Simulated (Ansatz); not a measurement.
Consider the redistribution: `[CH3][Ge]([NH2])([F])[F]` + `CO[SiH](C)Cl` → `[CH3][Ge]([NH2])([F])[Cl]` + `CO[SiH](C)F`.

Program: Ansatz. Geometries: PBE0-D4/def2-TZVP. ΔE: electronic, gas phase. CCSD(T)/CBS is the MP2 limit (def2-TZVPP, def2-QZVPP) plus CCSD(T) − MP2 in def2-TZVPP, frozen cores. Functionals use def2-TZVPP. HSE06 is defined as in plane-wave codes. For Ge outer-core shells are correlated without core-valence functions, which leaves a few kJ/mol of doubt a bond. Scalar relativity is left out up to krypton. Each species was taken in one conformer, which may not be the lowest.

```tsv
level	ΔE (kJ/mol)
LDA (SPW92)	-49.0
PBE-D4	-46.8
revPBE-D4	-44.9
HSE06-D4	-48.9
PBE-QIDH	-50.0
HSE06	-50.0
HF/def2-SVP	-45.6
HF/CBS(def2)	-55.7
```

What does CCSD(T)/CBS give? (Estimate.)

The calculation gave: -50.2 kJ/mol. The listed levels differ from it by 1.2, 3.4, 5.3, 1.3, 0.2, 0.2, 4.6, -5.5 kJ/mol.

What do rigid-rotor, harmonic-oscillator terms from PBE0-D4/def2-TZVP frequencies (298.15 K, 1 bar) make of the CCSD(T)/CBS value? (Best estimate.)

Computed: ΔZPE = +0.5 kJ/mol, ΔH = -49.6 kJ/mol, ΔS = 2 J/(mol·K), ΔG = -50.1 kJ/mol.

Largest T1 diagnostic among the species: 0.011.

At CCSD(T), def2-SVP lies +10.8 kJ/mol from the extrapolated value and def2-TZVPP −0.6 kJ/mol. Leaving LDA and LC-ωPBE aside and taking each functional with its dispersion term where it has one, the values, not all of them listed here, spread over 8.6 kJ/mol, from BHLYP-D4 to revPBE-D4. In def2-TZVPP, CCSD(T) changes the Hartree–Fock value by +5.1 kJ/mol (the triples alone add +1.0 kJ/mol) and MP2 by +6.1 kJ/mol.
